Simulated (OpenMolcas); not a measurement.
## Ni3+: from CASSCF to CASPT2

```json
{
  "Program": "OpenMolcas",
  "Basis": "ANO-RCC-VDZP [5s4p2d1f]",
  "Scalar Hamiltonian": "DKH2, point nucleus",
  "Active space": "7 electrons in 5 orbitals (3d)",
  "State averaging": "2S+1 = 4 even, 10 roots; 2S+1 = 2 even, 40 roots",
  "Spin-orbit coupling": "state interaction with AMFI integrals over the reference wave functions, term energies averaged over their components"
}
```

Methods on the same reference wave functions:
A. CASSCF
B. SS-CASPT2, IPEA 0.25 Eh, imaginary shift 0.1 Eh (closed shells correlated: 3s 3p)
C. MS-CASPT2, IPEA 0.25 Eh, imaginary shift 0.1 Eh (closed shells correlated: 3s 3p)
D. XMS-CASPT2, IPEA 0.25 Eh, imaginary shift 0.1 Eh (closed shells correlated: 3s 3p)

Energies in cm-1 above 3d7 4F 9/2, the measured ground level; measured values from Corliss and Sugar, J. Phys. Chem. Ref. Data 10, 197 (1981).

| Level | A | B | C | D | Measured |
| --- | --- | --- | --- | --- | --- |
| 3d7 4F 9/2 | 0.0 | 0.0 | 0.0 | 0.0 | 0.0 |
| 3d7 4F 7/2 | 1219 | 1224 | 1224 | 1221 | 1190 |
| 3d7 4F 5/2 | 2108 | 2110 | 2110 | 2110 | 2042 |
| 3d7 4F 3/2 | 2715 | 2710 | 2710 | 2710 | 2621 |
| 3d7 4P 5/2 | 21963 | 19330 | 19320 | 19880 | 18119 |
| 3d7 2G 9/2 | 21976 | 20040 | 20060 | 21040 | 19830 |
| 3d7 4P 3/2 | 22326 | 19700 | 19480 | 20060 | 18367 |
| 3d7 4P 1/2 | 22927 | 20300 | 20220 | 20780 | 18958 |
| 3d7 2G 7/2 | 23147 | 21210 | 21210 | 22200 | 20948 |
| 3d7 2P 3/2 [70 %] | 28992 | 26030 | 23870 | 24600 | 23649 |
| 3d7 2H 11/2 | 29199 | 27050 | 27820 | 28550 | 26649 |
| 3d7 2P 1/2 | 30236 | 27560 | 24830 | 25570 | 24651 |
| 3d7 2H 9/2 | 30249 | 28110 | 28850 | 29600 | 27678 |
| 3d7 2D 5/2(1) | 31632 | 27530 | 27480 | 28260 | 27096 |
| 3d7 2D 3/2(1) [73 %] | 33498 | 29680 | 29260 | 30030 | 28778 |
| 3d7 2F 5/2 | 50347 | 45340 | 45340 | 46280 | 43438 |
| 3d7 2F 7/2 | 50863 | 45860 | 45860 | 46800 | 43859 |
| 3d7 2D 3/2(2) | 78509 | 70550 | 70530 | 70750 | 67360 |
| 3d7 2D 5/2(2) | 79096 | 71140 | 71200 | 71410 | 67990 |

Deviations, from unrounded energies. A percentage is the sum of absolute deviations over the sum of measured energies, with the sign that they share, or ± where signs differ.

| Against measurement | Levels | A | B | C | D |
| --- | --- | --- | --- | --- | --- |
| mean absolute deviation (cm-1) | 18 | 4300 | 1200 | 1000 | 1600 |
| fine structure of the ground term (%) | 3 | +3.2 | +3.2 | +3.2 | +3.1 |
| other terms of the ground configuration (%) | 15 | +16.3 | +4.6 | +3.8 | +6.0 |

C lies closest to measurement on these levels and A furthest from it. The largest miss of C in the table is 3d7 2D 5/2(2), by +3200 cm-1. The ranking rests on the paired levels alone, and a cruder setting can come out closer through cancelling errors.

Among B to D the level of the table that moves most is 3d7 2P 1/2, by 2700 cm-1 (lowest in C, highest in B). Moves below CASPT2's spread within the term are not significant.

The mean deviations of B to D differ by less than CASPT2's widest spread within a term (1600 cm-1), so their order carries little weight.

From A to B the spin-free energies of the other terms of 3d7 shown, above 4F, scale by factors of 0.87 to 0.92, as is usual when dynamic correlation screens the repulsion within a d or f shell.

The lowest spin-free term lies below A's lowest term by 0.366 hartree in B, 0.366 hartree in C, 0.372 hartree in D.

CASPT2 does not keep the components of a term degenerate, so their means are used; among the terms shown or strongly mixed into the levels shown the widest spread is 1600 cm-1 (3d7 2H, B). The basis is small and was not contracted for so high a charge. The CASPT2 spread within a term exceeds the gap to the next term for 3d7 2P and 3d7 2H, 3d7 2H and 3d7 2D(1), so the order of their levels is uncertain (figures for B; the like holds for C, D). Without dynamic correlation excited terms often stand tens of per cent too high (terms of higher spin than the ground term too low), and those without a measured partner can miss by more than the paired ones (holds for A). Some levels mix across a computed gap that differs much from the measured one, so their mixing is not that of the real levels (holds for B). Measured partners are found by configuration, term and J. A level has none where our copy of the source lacks it or the pairing is in doubt (some pairs that miss far off the trend of their configuration count as doubtful), and it then counts in no deviation. Levels of configurations outside the active space are missing.

A share in square brackets marks a mixed level and gives the weight of the term that names it, the lowest over the columns. A number in round brackets counts repeated terms of one configuration in the order of the reference energies.
